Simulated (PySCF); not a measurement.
## Calculated NMR parameters of CC1(C)OBOC1(C)C

* Formula: C6H13BO2
* SMILES: CC1(C)OBOC1(C)C
* Point group of the computed structure: C2
* Carbon signals: 2
* Proton signals: 2

Molfile (atoms numbered from 1):
```
C6H13BO2
     RDKit          3D

 22 22  0  0  0  0  0  0  0  0999 V2000
   -1.7270    0.2573    0.8791 C   0  0  0  0  0  0  0  0  0  0  0  0
   -0.7361    0.1436   -0.2734 C   0  0  0  0  0  0  0  0  0  0  0  0
   -1.1368   -0.9870   -1.2014 C   0  0  0  0  0  0  0  0  0  0  0  0
   -0.7985    1.3862   -0.9986 O   0  0  0  0  0  0  0  0  0  0  0  0
    0.2226    2.1673   -0.5523 B   0  0  0  0  0  0  0  0  0  0  0  0
    1.0956    1.5094    0.2581 O   0  0  0  0  0  0  0  0  0  0  0  0
    0.7596    0.1103    0.2047 C   0  0  0  0  0  0  0  0  0  0  0  0
    0.9798   -0.5006    1.5753 C   0  0  0  0  0  0  0  0  0  0  0  0
    1.6962   -0.5278   -0.8144 C   0  0  0  0  0  0  0  0  0  0  0  0
   -2.7202    0.4913    0.4700 H   0  0  0  0  0  0  0  0  0  0  0  0
   -1.4448    1.0684    1.5663 H   0  0  0  0  0  0  0  0  0  0  0  0
   -1.7967   -0.6787    1.4516 H   0  0  0  0  0  0  0  0  0  0  0  0
   -2.1897   -0.8657   -1.4941 H   0  0  0  0  0  0  0  0  0  0  0  0
   -0.5312   -0.9927   -2.1163 H   0  0  0  0  0  0  0  0  0  0  0  0
   -1.0311   -1.9607   -0.6998 H   0  0  0  0  0  0  0  0  0  0  0  0
    0.3421    3.3264   -0.8456 H   0  0  0  0  0  0  0  0  0  0  0  0
    0.4291    0.0429    2.3533 H   0  0  0  0  0  0  0  0  0  0  0  0
    2.0492   -0.4599    1.8275 H   0  0  0  0  0  0  0  0  0  0  0  0
    0.6649   -1.5549    1.5888 H   0  0  0  0  0  0  0  0  0  0  0  0
    1.5431   -0.1007   -1.8163 H   0  0  0  0  0  0  0  0  0  0  0  0
    2.7345   -0.3253   -0.5157 H   0  0  0  0  0  0  0  0  0  0  0  0
    1.5551   -1.6166   -0.8723 H   0  0  0  0  0  0  0  0  0  0  0  0
  1  2  1  0
  2  3  1  0
  2  4  1  0
  4  5  1  0
  5  6  1  0
  6  7  1  0
  7  8  1  0
  7  9  1  0
  7  2  1  0
  1 10  1  0
  1 11  1  0
  1 12  1  0
  3 13  1  0
  3 14  1  0
  3 15  1  0
  5 16  1  0
  8 17  1  0
  8 18  1  0
  8 19  1  0
  9 20  1  0
  9 21  1  0
  9 22  1  0
M  END
```

- PBE0-D3(BJ)/def2-SVP geometry
- KT3/pcSseg-1 with gauge-including orbitals
- program: PySCF 2.14.0 with density-fitted response routines
- relativity neglected, rapidly exchanging positions averaged, one conformer, isolated molecule

Referencing at the same level of theory: TMS for ¹H (σ = 31.32 ppm), ¹³C (σ = 182.31 ppm); ¹¹B (σ = 100.51 ppm) vs BF3·OEt2; ¹⁷O (σ = 329.03 ppm) against H2O.

| carbon | δC, type | δH (multiplicity) | HMBC from (2–3 bonds) | span of the C tensor (ppm) |
| --- | --- | --- | --- | --- |
| C1/C3/C8/C9 | 25.3, CH3 | 1.18 (s) | H10/H11/H12/H13/H14/H15/H17/H18/H19/H20/H21/H22 | 36 |
| C2/C7 | 81.9, C | – | H16, H10/H11/H12/H13/H14/H15/H17/H18/H19/H20/H21/H22 | 61 |

Other nuclei:
```
atoms  nucleus                                              environment  δ (ppm)  σ (ppm)
  H16       ¹H  hydrogen on a boron bonded to 2 O, in a 5-membered ring     3.99    27.33
   B5      ¹¹B             boron bonded to 2 O, H, in a 5-membered ring     23.5     77.0
O4/O6      ¹⁷O              oxygen bonded to C, B, in a 5-membered ring    196.3    132.7
```

- δC 81.9: fully substituted sp3 carbon bonded to O; the inductive effect lowers its shielding.
- δC 25.3: methyl carbon; saturated and bonded to C and H only.
- δH 3.99: hydrogen on a boron bonded to 2 O, in a 5-membered ring.
- δH 1.18: hydrogen on a methyl carbon.

Hydrogens on boron are broadened and split by ¹¹B (spin 3/2, 80 %) and 10B (spin 3). Shifts are as computed, not scaled to solution data. Of 1211 compounds with measured shifts, 218 miss one by over three times the rms of a fit or turn the order of signals round; such compounds aren't used in these exercises. Experimental scales use liquid or dissolved standards, which lie at an offset from isolated H2O (liquid H2O: subtract about 36 ppm). No couplings were computed; multiplicities are counted from neighbouring protons, with m where these are inequivalent, close in shift, in a saturated or five-membered ring or joined by F or P, and br s for small geminal =CH2 splittings.
